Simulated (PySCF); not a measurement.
PySCF input for C₃H₇FOSi, SMILES C[SiH2]O/C=C\F, PBE/pcSseg-1. Geometry: B3LYP-D3(BJ)/def2-SVP. The structure was generated by enumeration; whether it is a known compound was not checked. One conformer was computed; it need not be the lowest.

```python
import numpy as np
from pyscf import gto, scf, dft
from pyscf.prop.nmr import rks as nmr

mol = gto.M(
    atom='''
    C    -2.74521846    0.20786845    0.63570921
    Si   -1.30454848   -0.92005841    0.27661412
    O     0.05399760    0.06489333    0.12453317
    C     1.34822036   -0.32988976    0.10592758
    C     2.32727832    0.39800354   -0.43893416
    F     2.10846854    1.57261785   -1.04155997
    H    -2.58238070    0.76428548    1.57183683
    H    -2.87814006    0.93570438   -0.18006387
    H    -3.67615079   -0.37389591    0.73400994
    H    -1.05840811   -1.89083038    1.38652382
    H    -1.51208853   -1.68812071   -0.98605205
    H     1.60661220   -1.28279121    0.58507872
    H     3.37435554    0.08786556   -0.42237249
    ''',
    basis='pcSseg-1',
    charge=0,
    spin=0,
    max_memory=1600,
    verbose=3,
)
mf = dft.RKS(mol, xc='pbe')
mf.grids.level = 3
mf.conv_tol = 1e-10
mf.max_cycle = 100
mf.kernel()
n = nmr.NMR(mf)
n.verbose = 2
n.max_cycle_cphf = 60
sigma = n.kernel()
print('atom   isotropic/ppm   span/ppm')
for i, s in enumerate(sigma):
    w = np.linalg.eigvalsh((s + s.T) / 2)
    print(f'{mol.atom_symbol(i):2s}{i + 1:3d} {w.mean():14.3f} {w[2] - w[0]:11.3f}')
```

It prints:

```
converged SCF energy = -582.574188359005
atom   isotropic/ppm   span/ppm
C   1        183.548      22.248
Si  2        338.564     144.369
O   3        236.128     167.429
C   4         48.299     134.088
C   5         35.899     120.048
F   6        309.525     219.074
H   7         30.517      10.025
H   8         30.399      10.235
H   9         31.202      10.930
H  10         26.000       7.314
H  11         26.074       7.853
H  12         25.578       6.203
H  13         25.006       4.232
```

Self-consistency was reached.

Cost: very roughly 29 core-seconds.
